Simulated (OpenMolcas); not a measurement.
Sn2+: effect of the basis set

```yaml
Program: OpenMolcas
Method: "SS-CASPT2, IPEA 0.25 Eh, imaginary shift 0.1 Eh (closed shells correlated: 4d)"
Active_space: 2 electrons in 4 orbitals (5s 5p)
State_averaging: 2S+1 = 3 even, 3 roots; 2S+1 = 1 even, 7 roots; 2S+1 = 3 odd, 3 roots; 2S+1 = 1 odd, 3 roots
Spin-orbit_coupling: state interaction with AMFI integrals over the reference wave functions, term energies averaged over their components
```

A. ANO-RCC-VDZP [6s5p3d1f], DKH2, point nucleus; CASPT2 step roughly 1.3 core-seconds
B. ANO-R1 [6s5p3d1f], X2C, finite nucleus; CASPT2 step roughly 2.1 core-seconds
C. ANO-RCC-VTZP [7s6p4d2f1g], DKH2, point nucleus; CASPT2 step about 1.8 core-seconds
D. ANO-R2 [7s6p4d2f1g], X2C, finite nucleus; CASPT2 step of the order of 1.9 core-seconds
E. ANO-RCC-VQZP [8s7p5d3f2g], DKH2, point nucleus; CASPT2 step roughly 4 core-seconds
F. ANO-R3 [8s7p5d3f2g1h], X2C, finite nucleus; CASPT2 step of the order of 7 core-seconds

Energies in cm-1 above 5s2 1S0, the measured ground level; measured values from Moore, Atomic Energy Levels, vol. III, NSRDS-NBS 35 (1971 reprint of NBS Circular 467, 1958).

```json
{"Level": "5s2 1S0", "A": "0.0", "B": "0.0", "C": "0.0", "D": "0.0", "E": "0.0", "F": "0.0", "Measured": "0.0"}
{"Level": "5s 5p 3P* 0", "A": "52270", "B": "52240", "C": "53320", "D": "53190", "E": "53290", "F": "53260", "Measured": "53548"}
{"Level": "5s 5p 3P* 1", "A": "53930", "B": "53870", "C": "54750", "D": "54600", "E": "54670", "F": "54700", "Measured": "55196"}
{"Level": "5s 5p 3P* 2", "A": "57830", "B": "57670", "C": "58050", "D": "57870", "E": "57890", "F": "58050", "Measured": "59229"}
{"Level": "5s 5p 1P* 1", "A": "79670", "B": "80420", "C": "78790", "D": "78800", "E": "78260", "F": "78500", "Measured": "79911"}
{"Level": "5p2 3P0", "A": "125780", "B": "125050", "C": "127700", "D": "126880", "E": "127400", "F": "127350", "Measured": "127308"}
{"Level": "5p2 3P1", "A": "128440", "B": "127590", "C": "129940", "D": "129070", "E": "129600", "F": "129660", "Measured": "130120"}
{"Level": "5p2 3P2 [53 %]", "A": "130700", "B": "129950", "C": "131110", "D": "130470", "E": "130570", "F": "130720", "Measured": ""}
{"Level": "5p2 1D2 [53 %]", "A": "136750", "B": "136340", "C": "135410", "D": "134850", "E": "134740", "F": "135050", "Measured": ""}
{"Level": "5p2 1S0", "A": "153430", "B": "153090", "C": "152060", "D": "151620", "E": "150570", "F": "151020", "Measured": ""}
```

Deviations, from unrounded energies. A percentage is the sum of absolute deviations over the sum of measured energies, with the sign that they share, or ± where signs differ.

```json
{"Against measurement": "mean absolute deviation (cm-1)", "Levels": "6", "A": "1200", "B": "1600", "C": "590", "D": "810", "E": "730", "F": "640"}
{"Against measurement": "other configurations (%)", "Levels": "6", "A": "-1.5", "B": "±1.9", "C": "±0.7", "D": "-1.0", "E": "±0.9", "F": "±0.8"}
```

C lies closest to measurement on these levels and B furthest from it. The largest miss of C in the table is 5s 5p 3P* 2, by -1200 cm-1. The ranking rests on the paired levels alone, and a cruder setting can come out closer through cancelling errors.

The two smallest mean deviations differ by little beside CASPT2's spread within terms, so their order carries little weight.

Among A to F the level of the table that moves most is 5p2 1S0, by 2900 cm-1 (lowest in E, highest in A). Moves below CASPT2's spread within the term are not significant.

CASPT2 breaks the degeneracy within a term, and the mean is taken; among the terms shown or strongly mixed into the levels shown the widest spread is 810 cm-1 (5p2 1D, C). Over all roots computed the reference weight is 0.88 to 0.94 in C, 0.89 to 0.94 in E, 0.88 to 0.94 in F; the roots of lowest weight are the least certain, and an intruder state may touch them. The ¹D term of p² mixes with s d, which this space lacks. Some levels mix across a computed gap that differs much from the measured one, so their mixing is not that of the real levels (holds for A; B; C; D). Computed and measured levels are paired by configuration, term and J; levels that our copy of the source lacks, or whose pairing is in doubt (as where it misses far off the trend of its configuration), stay unpaired and out of the deviations. Levels of configurations outside the active space are missing.

A share in square brackets marks a mixed level and gives the weight of the term that names it, the lowest over the columns. * marks odd parity.
